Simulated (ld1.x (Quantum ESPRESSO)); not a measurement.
fluorine: one change to an ultrasoft potential, before and after

| Property | Result |
| --- | --- |
| Element | fluorine (F) |
| Generator | ld1.x (Quantum ESPRESSO) 7.5 |
| Type | ultrasoft |
| Functional | PW91 |
| Relativity | non-relativistic |
| Frozen core | [He] |
| Valence charge | 7 |
| Reference configuration | 2s1 2p6 |
| Partial waves | 2s (bound): rcut 0.45, rcutus 0.60 bohr; 2s channel at -1.9 Ry: rcut 0.45, rcutus 0.60 bohr; 2p (bound): rcut 1.20, rcutus 1.65 bohr; 2p channel at 0.55 Ry: rcut 1.20, rcutus 1.65 bohr; 3d channel at -0.1 Ry: rcut 1.40, rcutus 1.90 bohr; 3d channel at 1.15 Ry: rcut 1.40, rcutus 1.90 bohr |
| Local potential | all-electron potential smoothed inside 1.05 bohr (lloc = -2) |
| Core correction | none |
| Augmentation charge | built from norm-conserving waves at rcut, not smoothed further |

Change: waves 2s (bound): rcut 0.45, rcutus 0.68 bohr; 2s channel at -1.9 Ry: rcut 0.45, rcutus 0.68 bohr.

Cutoffs: the cutoffs (Ry, on a coarse ladder) from which the occupation-weighted sum of valence levels, in a spherical-Bessel basis at the reference potential, stays within 10 and 1 mRy of its value at 400 Ry; they do not see the model core or the augmentation charge, which bear on the density cutoff. Errors are all-electron minus pseudo energies relative to the spin-unpolarised reference configuration.

Predict the effect on cutoff, ghosts and configuration errors.

The potential gets softer (90 Ry and 120 Ry → 60 Ry and 90 Ry); the errors of the 7 common tests hardly move; neither file shows a bound ghost. A larger radius leaves more room for a smooth pseudo-wave, so fewer plane waves are needed.

```tsv
quantity	base	changed
cutoff, loose	90 Ry	60 Ry
cutoff, tight	120 Ry	90 Ry
loose cutoff by channel (10 mRy a level)	s 90 Ry, p 21 Ry	s 60 Ry, p 21 Ry
bound ghosts	none	none
error for 2s2 2p5, meV [ΔE -18.68 eV]	+87	+88
error for 2s2 2p4, meV [ΔE 0.83 eV]	+165	+166
error for 2s2 2p3, meV [ΔE 39.35 eV]	+378	+379
error for 2s2 2p4.5, meV [ΔE -11.08 eV]	+116	+116
error for 2s1 2p5, meV [ΔE 19.78 eV]	+8.2	+8.2
error for 2s2 2p2, meV [ΔE 100.14 eV]	+892	+894
error for 2s2 2p5.3, meV [ΔE -21.38 eV]	+78	+78
s: phases at 2.06 bohr within 0.05 rad from the reference energy up to (Ry; the scan ends near 5)	to the end of the scan	to the end of the scan
p: phases at 2.06 bohr within 0.05 rad from the reference energy up to (Ry; the scan ends near 5)	to the end of the scan	to the end of the scan
d: phases at 2.06 bohr within 0.05 rad from the reference energy up to (Ry; the scan ends near 5)	to the end of the scan	to the end of the scan
lowest overlap eigenvalue by channel	s 0.34, p 0.51, d 0.68	s 0.54, p 0.51, d 0.68
```
